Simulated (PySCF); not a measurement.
SiH3Br, SMILES Br[SiH3].

Geometry: B3LYP-D3(BJ)/def2-TZVP.

Vertical ionisation energy (IE) and electron affinity (EA) in eV. Rows of orbital energies are one-electron estimates. Where ΔSCF, EOM or ADC give a negative EA the extra electron is unbound and the value depends on the basis.

```
level                                             IE     EA
---------------------------------------------  -----  -----
−ε(HOMO), −ε(LUMO), M06-2X/def2-TZVPD (PySCF)   9.65  -0.05
−ε(HOMO), −ε(LUMO), r2SCAN/def2-TZVPD (PySCF)      ?      ?
ADC(2)/aug-cc-pVDZ (PySCF)                     10.53  -0.69
```

Task: Some entries are withheld; supply them. (The exact figures need the calculation; the answer reports its results.)

Result: 
- −ε(HOMO), −ε(LUMO), r2SCAN/def2-TZVPD (PySCF), IE: 7.54
- −ε(HOMO), −ε(LUMO), r2SCAN/def2-TZVPD (PySCF), EA: 1.01

Task: Beyond the first one, list the lowest photoelectron lines from ADC(2)/aug-cc-pVDZ (PySCF) with their pole strengths (two spins summed). (Estimate from the structure and the level; the computed values follow.)

Result: 12.61 eV (1.83), 13.35 eV (1.84), 13.35 eV (1.84), 18.52 eV (1.78).
